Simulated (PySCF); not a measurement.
CH6FNOSi2, SMILES F[Si@H]1N[SiH2]CO1.

Coordinates come from a PBE-D3(BJ)/def2-SVP optimisation. The structure was generated by enumeration; whether it is a known compound was not checked. The values are those of a single conformer.

Two levels are set side by side: TDDFT-PBE/def2-SVPD (PySCF) and TDDFT-ωB97X/def2-SVPD (PySCF). Vertical, same geometry. The lowest singlet is HOMO→LUMO 99 % with PBE and HOMO→LUMO 89 % with the other functional; states are paired by order. Differences are taken from unrounded values.

| quantity | TDDFT-ωB97X |
|---|---|
| lowest singlet excitation (eV) | 6.85 |
| lowest triplet excitation (TDA) (eV) | 6.55 |

Task: What does TDDFT-PBE give, and how far is it from TDDFT-ωB97X? (An estimate is asked for; the answer gives what the named calculation found.)

Result: 
| quantity | TDDFT-PBE | TDDFT-PBE minus TDDFT-ωB97X |
|---|---|---|
| lowest singlet excitation (eV) | 5.60 | -1.25 |
| lowest triplet excitation (TDA) (eV) | 5.36 | -1.19 |

A lower first singlet is the usual sign of a functional without exact exchange. Differences between two approximate levels are no errors against the true value.

Rough cost on one machine, each run with all the roots and properties that it gave: TDDFT-ωB97X against TDDFT-PBE about 9 times.
